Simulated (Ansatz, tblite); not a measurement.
Spin states of the cluster Ta2O2⁺ (the lowest doublet isomer of a short search), each relaxed with PBE0-D4/def2-TZVP in Ansatz. Electronic energies in the gas phase.

In the def2 sets Ta takes a core potential; there is no spin–orbit coupling. The xTB rows come from tblite. Correlated methods freeze 2 core orbitals; core or outer-core shells of Ta are correlated, in sets that lack core-valence functions. The structure comes from a short search, and lower isomers may exist.

Doublet geometry (C2v within 0.1 Å):

```xyz
4

Ta    0.850   -0.536    0.701
Ta   -1.013   -0.042   -0.688
O    -0.682    0.531    1.103
O     0.845    0.048   -1.116
```

Quartet geometry (C2v within 0.1 Å):

```xyz
4

Ta   -0.475    0.398    1.028
Ta    0.705   -0.152   -0.959
O     0.705   -1.103    0.724
O    -0.935    0.857   -0.793
```

⟨S²⟩: doublet 0.88 at PBE0-D4/def2-TZVP (pure 0.75), quartet 3.76 at PBE0-D4/def2-TZVP (pure 3.75).

Run but left out: HF/def2-TZVP, PBE-QIDH/def2-TZVP, MP2/def2-TZVP, CCSD/def2-TZVP, CCSD(T)/def2-TZVP (doublet: ⟨S²⟩ 1.18 to 1.74, where a pure state has 0.75).

Only these spin states were relaxed. Higher spins weren't run and may lie lower.

```json
{"level": "revPBE-D4/def2-TZVP", "quartet − doublet (kJ/mol)": "46.3", "lowest of these": "doublet", "remarks": "–"}
{"level": "r2SCAN-D4/def2-TZVP", "quartet − doublet (kJ/mol)": "31.8", "lowest of these": "doublet", "remarks": "spin-contaminated (⟨S²⟩ 0.91) (doublet)"}
{"level": "r2SCANh-D4/def2-TZVP", "quartet − doublet (kJ/mol)": "30.8", "lowest of these": "doublet", "remarks": "spin-contaminated (⟨S²⟩ 0.94) (doublet)"}
{"level": "PBE0-D4/def2-TZVP", "quartet − doublet (kJ/mol)": "42.5", "lowest of these": "doublet", "remarks": "spin-contaminated (⟨S²⟩ 0.88) (doublet)"}
{"level": "RPA@PBE/def2-TZVP", "quartet − doublet (kJ/mol)": "62.5", "lowest of these": "doublet", "remarks": "–"}
```

Problem. Estimate the rows for GFN1-xTB, GFN2-xTB, LDA (SPW92)/def2-TZVP, PBE-D4/def2-TZVP, B97M-V/def2-TZVP.

Solution. 
```
                level  quartet − doublet (kJ/mol)  lowest of these                                  remarks
             GFN1-xTB                        73.4          doublet                                        –
             GFN2-xTB                       194.8          doublet                                        –
LDA (SPW92)/def2-TZVP                        75.0          doublet                                        –
     PBE-D4/def2-TZVP                        52.6          doublet                                        –
     B97M-V/def2-TZVP                        48.1          doublet  spin-contaminated (⟨S²⟩ 0.83) (doublet)
```

The xTB methods have no spin-polarisation term.
